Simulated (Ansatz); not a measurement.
Calculated with Ansatz (gas phase, PBE0-D4/def2-TZVP geometries, no zero-point term in ΔE). CCSD(T)/CBS is the MP2 limit (def2-TZVPP, def2-QZVPP) plus CCSD(T) − MP2 in def2-TZVPP, frozen cores. This one scheme is used for every species, atoms too. DFT in def2-TZVPP. B3LYP here is the variant with VWN-RPA as its local correlation; programs differ in this. No spin–orbit coupling; open shells (•) take unrestricted orbitals. Spin–orbit coupling would lower the free atoms: a little for C, F, Si. Each species was taken in one conformer, which may not be the lowest.

Reaction (atomization): `C=C([SiH3])CF` → 3 C• + F• + 7 H• + Si•

`C=C([SiH3])CF`:

```xyz
12

C     1.355   -0.621   -0.551
C     0.254   -0.009   -0.120
Si   -1.114   -0.994    0.690
C     0.068    1.465   -0.263
F     1.141    2.078   -0.874
H     2.161   -0.070   -1.024
H     1.485   -1.692   -0.444
H    -1.363   -0.506    2.074
H    -0.711   -2.422    0.725
H    -2.386   -0.847   -0.069
H    -0.066    1.934    0.720
H    -0.824    1.684   -0.863
```

| level | ΔE (kcal/mol) | difference from CCSD(T)/CBS |
| --- | --- | --- |
| PBE0-D4 | 1079.0 | 2.4 |
| ωB97M-V | 1079.3 | 2.7 |
| B2PLYP | 1066.0 | -10.6 |
| PBE | 1089.9 | 13.3 |
| B3LYP | 1068.5 | -8.1 |
| HF/def2-TZVPP | 803.3 | -273.3 |
| MP2/def2-TZVPP | 1064.1 | -12.5 |
| MP2/def2-QZVPP | 1079.1 | 2.5 |
| MP2/CBS(def2) | 1089.4 | 12.8 |
| CCSD/CBS(def2) | 1062.0 | -14.6 |
| CCSD(T)/CBS | 1076.6 | 0 |

Largest T1 diagnostic among the species: 0.012.

In def2-TZVPP, CCSD(T) changes the Hartree–Fock value by +247.9 kcal/mol (the triples alone add +14.6 kcal/mol) and MP2 by +260.8 kcal/mol; breaking electron pairs costs correlation energy, which Hartree–Fock lacks. The D4 term adds +9.0 kcal/mol with B3LYP and +4.7 kcal/mol with PBE0; it sums over pairs of atoms, weighted by their polarisabilities, and B3LYP, whose exchange is more repulsive, gets the larger term. From PBE to PBE0 (25 % exact exchange), in def2-TZVPP and without D4, ΔE moves by −15.6 kcal/mol: exact exchange takes away binding that semilocal exchange gives to molecules.

For atomizations the MP2-based limit and the directly extrapolated one differ by several kJ/mol either way, and by 10 to 25 for some Ge, Se and Sn compounds, so smaller differences from it don't rank the levels.
